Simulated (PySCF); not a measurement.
Stepwise substitution at one centre (Al CH3-SH). Gas-phase values, no solvent. One relaxed conformer stands for each flexible species; it need not be the lowest. Strings in code marks are SMILES.

The LUMO from two functionals at the same geometries (CAM-B3LYP-D3(BJ)/def2-TZVP), both in PySCF: PBE-D3(BJ)/def2-TZVP and TPSSh-D3(BJ)/def2-TZVP. 

```json
[
 {"species": "0 of 3 CH3 replaced by SH (`[CH3][Al]([CH3])[CH3]`)", "TPSSh-D3(BJ)/def2-TZVP (eV)": "-0.64"},
 {"species": "1 of 3 CH3 replaced by SH", "TPSSh-D3(BJ)/def2-TZVP (eV)": "-0.76"},
 {"species": "2 of 3 CH3 replaced by SH", "TPSSh-D3(BJ)/def2-TZVP (eV)": "-0.85"},
 {"species": "3 of 3 CH3 replaced by SH", "TPSSh-D3(BJ)/def2-TZVP (eV)": "-0.93"}
]
```

Question: What does PBE-D3(BJ)/def2-TZVP give for each?

Answer: 
- 0 of 3 CH3 replaced by SH (`[CH3][Al]([CH3])[CH3]`): -1.11
- 1 of 3 CH3 replaced by SH: -1.20
- 2 of 3 CH3 replaced by SH: -1.28
- 3 of 3 CH3 replaced by SH: -1.43
Over these rows, drawn at random from the members with no instability flagged (it was tested for open shells, ions and some series alone), PBE minus TPSSh-D3(BJ): mean -0.46 eV, from -0.50 eV to -0.42 eV.
